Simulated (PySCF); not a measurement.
B(H) cation (BH), SMILES [BH] (connectivity only; charge and spin as stated), charge +1, multiplicity 2.

Geometry: B3LYP-D3(BJ)/def2-TZVPD. The multiplicity is an assumed one; other spin states were not compared.

Calculation: CAM-B3LYP/def2-TZVPD (PySCF).

Isolated molecule, no solvent.

Computed frontier levels, dipole moment and polarisability:
| Item | Value |
|---|---|
| α spin, highest occupied and lowest empty level | -19.50 and -10.32 eV |
| β spin, highest occupied and lowest empty level | -24.00 and -11.30 eV |
| dipole moment about the centre of nuclear charge | 0.09 D |
| mean static polarisability | 10.3 bohr³ (1.53 Å³) |
| polarisability, principal values | 10.1, 10.5, 10.5 bohr³ |
| ⟨S²⟩ | 0.752 (pure state 0.75) |
